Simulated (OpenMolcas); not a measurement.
Ionisation energies of sulfur

```json
{
 "Program": "OpenMolcas",
 "Basis": "ANO-L-VTZP [5s4p2d1f]",
 "Scalar Hamiltonian": "non-relativistic, point nucleus",
 "Spin-orbit coupling": "state interaction with AMFI integrals over the reference wave functions, term energies averaged over their components"
}
```

Active shells in each charge state: the valence s, p shells, with orbitals averaged over the low states. Where CASPT2's correlated closed shells are named, they are those of the first ion.

A. CASSCF
B. SS-CASPT2, IPEA 0.25 Eh, imaginary shift 0.1 Eh (closed shells correlated: 2s 2p)
C. SS-CASPT2, IPEA 0 Eh, imaginary shift 0.1 Eh (closed shells correlated: 2s 2p)
D. SS-CASPT2, IPEA 0.25 Eh, imaginary shift 0.1 Eh (closed shells correlated: none)

Energies in eV between the lowest computed levels, named as in B; reference values from the NIST Atomic Spectra Database with their kind.

| From | To | A | B | C | D | Spin-orbit share in B | Reference |
| --- | --- | --- | --- | --- | --- | --- | --- |
| S2+ 3s2 3p2 3P0 | S3+ 3s2 3p 2P* 1/2 | 33.715 | 34.494 | 34.608 | 34.489 | -0.008 | 34.860 (semi-empirical) |
| S3+ 3s2 3p 2P* 1/2 | S4+ 3s2 1S0 | 45.992 | 46.845 | 46.958 | 46.838 | +0.071 | 47.222 (semi-empirical) |
| S4+ 3s2 1S0 | S5+ 3s 2S 1/2 | 72.000 | 72.085 | 72.086 | 72.064 | +0.000 | 72.594 (measured) |
| S5+ 3s 2S 1/2 | S6+ 2p6 1S0 | 87.360 | 87.403 | 87.404 | 87.360 | +0.000 | 88.053 (measured) |

Steps that some method lacks are left out, and so are those with a state whose active s or d shell is doubly occupied in every root (s and p with five to eight electrons, d10) over a frozen core shell of the same l, since the two then mix freely.

Error against the reference values, in %:

| From | Reference | A | B | C | D |
| --- | --- | --- | --- | --- | --- |
| S2+ | semi-empirical | -3.3 | -1.0 | -0.7 | -1.1 |
| S3+ | semi-empirical | -2.6 | -0.8 | -0.6 | -0.8 |
| S4+ | measured | -0.8 | -0.7 | -0.7 | -0.7 |
| S5+ | measured | -0.8 | -0.7 | -0.7 | -0.8 |

Mean absolute error over the 2 measured values: A 0.64 eV, B 0.58 eV, C 0.58 eV, D 0.61 eV.

* marks odd parity.
